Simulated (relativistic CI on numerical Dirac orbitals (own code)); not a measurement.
**One change at a time: Os⁵⁹⁺**

Base calculation: Dirac-Coulomb-Breit CI, KLI orbitals optimised for each configuration, model QED (radiative potential, 1s self-energy scaled to tabulated hydrogen-like ionisation energies), unscaled Slater integrals.

Configuration list (outside the closed core [Ne]): 3s2 3p5, 3s2 3p4 3d, 3s 3p6, 3s 3p5 3d, 3s 3p4 3d2, 3p6 3d, 3s2 3p3 3d 4p, 3s 3p4 3d 4s, 3p6 4s, 3s2 3p4 4s, 3p6 4p, 3s2 3p4 4p, 3s2 3p3 3d2, 3s2 3p2 3d3, 3s 3p3 3d3, 3s2 3p2 3d2 4s, 3s2 3p2 3d2 4p. Double excitations out of closed p, d and f shells are left out; levels of such configurations are missing from the list, as are those of other unlisted configurations, and high levels can miss mixing partners.

Variants: (1) valence Slater integrals scaled by 0.9; (2) Breit term removed; (3) one mean potential for all configurations. Shifts of the energy above 3s2 3p5 2P°_3/2, in eV, for the lowest level and the first level of each name with at least 55 % of one term (blank where a level changes its place among those of its configuration and J or its character, or is not in the variant):

| Level | Base | Δ(1) | Δ(2) | Δ(3) |
| --- | --- | --- | --- | --- |
| 3s2 3p5 2P°_3/2 | 0.000 | 0.000 | 0.000 | 0.000 |
| 3s2 3p4 3d 2D_3/2 | 274.598 | -1.426 | +1.311 | -0.132 |
| 3s2 3p4 3d 4F_9/2 | 337.758 | +0.674 | +4.720 | -0.142 |
| 3s2 3p4 3d 2P_1/2 | 345.072 | +0.424 | +3.743 | -0.140 |
| 3s2 3p5 2P°_1/2 | 395.680 | +0.309 | +4.160 | +0.016 |
| 3s 3p6 2S_1/2 | 597.137 | +3.465 | +1.245 | +0.083 |
| 3s2 3p4 3d 4D_1/2 | 627.892 | +2.740 | +5.512 | -0.126 |
| 3s2 3p4 3d 2G_7/2 | 648.644 | +0.422 | +7.076 | -0.135 |
| 3s2 3p4 3d 2G_9/2 | 737.195 | +0.409 | +9.407 | -0.142 |
| 3s 3p5 3d 4P°_1/2 | 821.652 | +5.585 | +1.727 | +0.072 |

At this charge energies of transitions that change n are usually good to better than 1 %, and those within a shell (Δn = 0) to a few per cent.

Ionisation energy from the two ground configurations alone: base 6239.17 eV; Breit term removed 6246.02 eV. The NIST ASD value (theoretical) is 6240 eV.

LS names give the leading component of a level, which can be under half, so a name can repeat, a term be missing and a line seem to break the LS rules.
